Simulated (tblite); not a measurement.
Record of a relaxation.

Compound: C2H9BrS2Si2.
Atom-mapped SMILES: `[CH3:1][S:2][SiH2:3][Si@H:4]([Br:5])[S:6][CH3:7]` (hydrogens: H8, H9, H10 on C1; H11, H12 on Si3; H13 on Si4; H14, H15, H16 on C7)

Computed with GFN2-xTB (tblite), gas phase: L-BFGS steps from a force-field or distance-geometry start until the largest atomic force falls under 0.01 eV/Å. 4 of its 80 geometries are shown.

Step 0: E = -625.3358 eV, largest atomic force 1.031 eV/Å
```
atom  x, y, z in Å  |  force x, y, z in eV/Å
C1     -2.789   -1.030   -0.410   -0.210  -0.518  -0.392
S2     -2.773    0.339    0.768    0.052   0.261   0.223
Si3    -1.293    1.688   -0.031   -0.460   0.475  -0.620
Si4     0.867    1.035    0.384   -0.195  -0.522   0.868
Br5     2.304    2.536   -0.362    0.246   0.218   0.010
S6      1.331   -0.856   -0.555   -0.047  -0.089   0.020
C7      2.948   -1.280    0.139    0.345  -0.017   0.517
H8     -3.030   -0.660   -1.408    0.066  -0.009   0.150
H9     -1.832   -1.551   -0.428   -0.023   0.125   0.045
H10    -3.572   -1.745   -0.107    0.339   0.451   0.017
H11    -1.565    1.794   -1.498    0.056  -0.051   0.488
H12    -1.562    3.022    0.575    0.061  -0.617  -0.137
H13     1.106    0.859    1.860    0.182   0.107  -0.693
H14     2.897   -1.359    1.229   -0.156   0.058  -0.196
H15     3.259   -2.244   -0.252   -0.183   0.002  -0.164
H16     3.698   -0.538   -0.120   -0.073   0.126  -0.136
```

Step 26: E = -625.4811 eV, largest atomic force 0.084 eV/Å
```
atom  x, y, z in Å  |  force x, y, z in eV/Å
C1     -2.743   -0.999   -0.420    0.019  -0.012  -0.020
S2     -2.821    0.398    0.741   -0.034   0.037   0.049
Si3    -1.320    1.678   -0.083    0.039   0.020  -0.025
Si4     0.807    0.943    0.439   -0.029  -0.078   0.014
Br5     2.303    2.447   -0.296    0.012  -0.014  -0.024
S6      1.225   -0.976   -0.464   -0.010   0.059   0.025
C7      2.913   -1.244    0.146    0.002   0.011  -0.001
H8     -2.983   -0.658   -1.421   -0.030   0.031  -0.041
H9     -1.755   -1.447   -0.406    0.054  -0.030   0.030
H10    -3.484   -1.717   -0.088   -0.001  -0.025   0.013
H11    -1.558    1.760   -1.522   -0.004   0.015  -0.048
H12    -1.546    2.959    0.564   -0.023   0.000   0.023
H13     1.249    0.783    1.821   -0.023   0.017   0.044
H14     2.905   -1.302    1.231   -0.008  -0.030   0.006
H15     3.247   -2.185   -0.277    0.021   0.009   0.002
H16     3.554   -0.432   -0.183    0.016  -0.012  -0.047
```

Step 53: E = -625.4954 eV, largest atomic force 0.032 eV/Å
```
atom  x, y, z in Å  |  force x, y, z in eV/Å
C1     -2.684   -0.991   -0.415   -0.001  -0.006  -0.003
S2     -2.891    0.463    0.661    0.007   0.019  -0.013
Si3    -1.338    1.716   -0.107    0.026  -0.017   0.007
Si4     0.738    0.899    0.506    0.002  -0.006   0.007
Br5     2.299    2.318   -0.269   -0.005   0.001   0.005
S6      1.155   -1.055   -0.315   -0.002   0.019  -0.005
C7      2.911   -1.250    0.105   -0.010   0.003   0.001
H8     -2.929   -0.719   -1.437    0.000  -0.007  -0.001
H9     -1.666   -1.364   -0.354    0.001  -0.009   0.008
H10    -3.378   -1.743   -0.056    0.001  -0.005  -0.003
H11    -1.513    1.839   -1.555   -0.002   0.004   0.011
H12    -1.563    2.984    0.568    0.000  -0.007  -0.010
H13     1.112    0.816    1.917    0.006   0.002   0.005
H14     3.025   -1.295    1.184    0.001   0.005  -0.001
H15     3.235   -2.184   -0.342   -0.020   0.006   0.001
H16     3.482   -0.423   -0.308   -0.005  -0.003  -0.007
```

Step 79: E = -625.4980 eV, largest atomic force 0.009 eV/Å
```
atom  x, y, z in Å  |  force x, y, z in eV/Å
C1     -2.664   -1.008   -0.411   -0.002  -0.004   0.000
S2     -2.913    0.483    0.603    0.002   0.004   0.006
Si3    -1.326    1.725   -0.110   -0.007   0.002  -0.005
Si4     0.733    0.910    0.555    0.001   0.002  -0.007
Br5     2.307    2.317   -0.216   -0.002  -0.004   0.003
S6      1.117   -1.043   -0.281    0.000   0.005  -0.001
C7      2.885   -1.247    0.075   -0.002   0.000   0.004
H8     -2.882   -0.779   -1.450    0.006   0.005  -0.002
H9     -1.647   -1.373   -0.306    0.002   0.003   0.006
H10    -3.363   -1.751   -0.043   -0.004  -0.007  -0.002
H11    -1.449    1.857   -1.562   -0.004   0.000   0.002
H12    -1.576    2.992    0.559    0.005  -0.002  -0.005
H13     1.105    0.825    1.965    0.000  -0.007   0.004
H14     3.044   -1.259    1.149    0.003   0.006   0.006
H15     3.176   -2.200   -0.354   -0.001   0.005  -0.006
H16     3.446   -0.441   -0.389    0.003  -0.008  -0.004
```

Question: Summarise the path.

Answer: The energy falls by 3.74 kcal/mol from step 0 to step 79; nine tenths of that is first reached at step 27. It falls at every step. The largest force goes from 1.031 to 0.009 eV/Å. Among the bonds Si4–H13 changes most, from 1.506 to 1.461 Å; the atoms move by 0.223 Å rms after alignment.

Question: Follow the three bonds and two angles with the largest change from start to end.

Answer: 
```
step  E above end (kcal/mol)  largest force (eV/Å)  Si4–H13 (Å)  Si4–Br5 (Å)  Si3–H12 (Å)  Si3–Si4–H13 (°)  Br5–Si4–H13 (°)
   0                    3.74                 1.031        1.506        2.208        1.490            111.1            107.9
   3                    1.83                 0.269        1.455        2.249        1.457            113.6            106.6
   7                    0.93                 0.148        1.463        2.240        1.458            118.3            101.2
  10                    0.77                 0.107        1.457        2.239        1.454            119.2            100.7
  14                    0.67                 0.118        1.465        2.253        1.455            120.5            100.2
  17                    0.60                 0.076        1.461        2.245        1.455            120.7            100.6
  21                    0.50                 0.102        1.460        2.249        1.453            121.0            100.5
  24                    0.44                 0.097        1.462        2.249        1.454            121.5            100.4
  27                    0.37                 0.069        1.460        2.244        1.453            122.0            100.4
  31                    0.30                 0.081        1.462        2.250        1.456            122.4            100.4
  34                    0.27                 0.055        1.462        2.245        1.454            122.5            100.9
  38                    0.21                 0.053        1.462        2.244        1.452            122.0            101.7
  41                    0.17                 0.113        1.463        2.251        1.456            121.3            101.5
  45                    0.11                 0.070        1.462        2.245        1.452            120.2            101.6
  48                    0.08                 0.035        1.460        2.244        1.453            120.2            101.2
  52                    0.06                 0.024        1.462        2.248        1.455            120.4            101.0
  55                    0.05                 0.058        1.462        2.245        1.453            120.4            101.1
  58                    0.04                 0.030        1.462        2.246        1.454            120.8            101.0
  62                    0.03                 0.030        1.461        2.247        1.455            121.0            101.0
  65                    0.02                 0.034        1.462        2.244        1.453            121.3            101.2
  69                    0.01                 0.017        1.461        2.247        1.454            121.6            101.0
  72                    0.00                 0.016        1.461        2.247        1.454            121.6            101.0
  76                    0.00                 0.017        1.462        2.246        1.454            121.6            100.9
  79                    0.00                 0.009        1.461        2.247        1.454            121.7            100.9
```

What follows is the cost of the whole relaxation. On an Arm Neoverse N1 with one thread, no GPU, on a shared host, this took 1.4 s wall.
